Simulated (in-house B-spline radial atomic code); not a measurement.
A fraction x of an electron is moved 3p → 3d in the vanadium ion V⁵⁺, starting from [Ne] 3s2 3p6 and keeping the highest spin. Method: non-relativistic SCAN, spin-polarised, spherical fractional occupations, point nucleus. Calculated with a B-spline radial code for spherical atoms.

```json
{"x": "0", "E(x) - E(0) (eV)": "0.0000", "3p down level (eV)": "-118.345", "3d up level (eV)": "-"}
{"x": "0.125", "E(x) - E(0) (eV)": "5.3882", "3p down level (eV)": "-118.154", "3d up level (eV)": "-75.296"}
{"x": "0.25", "E(x) - E(0) (eV)": "10.7148", "3p down level (eV)": "-117.957", "3d up level (eV)": "-75.589"}
{"x": "0.375", "E(x) - E(0) (eV)": "?", "3p down level (eV)": "?", "3d up level (eV)": "?"}
{"x": "0.5", "E(x) - E(0) (eV)": "?", "3p down level (eV)": "?", "3d up level (eV)": "?"}
{"x": "0.625", "E(x) - E(0) (eV)": "26.3265", "3p down level (eV)": "-117.316", "3d up level (eV)": "-76.421"}
{"x": "0.75", "E(x) - E(0) (eV)": "31.4075", "3p down level (eV)": "-117.085", "3d up level (eV)": "-76.684"}
{"x": "0.875", "E(x) - E(0) (eV)": "36.4263", "3p down level (eV)": "-116.842", "3d up level (eV)": "-76.941"}
{"x": "1", "E(x) - E(0) (eV)": "41.3825", "3p down level (eV)": "-116.590", "3d up level (eV)": "-77.192"}
```

(1) What belongs in the row x = 0.375?

(2) What belongs in the row x = 0.5?

(3) Check Janak's theorem between x = 0.125 and 0.25.

## Answers

(1) An energy change of 15.9800 eV; 3p down at -117.751 eV, 3d up at -75.874 eV.

(2) An energy change of 21.1839 eV; 3p down at -117.537 eV, 3d up at -76.151 eV.

(3) The slope of the energy is 42.61 eV; the orbital levels give 42.61 eV (ε of the receiving orbital less ε of the emptying one, averaged over the two points).
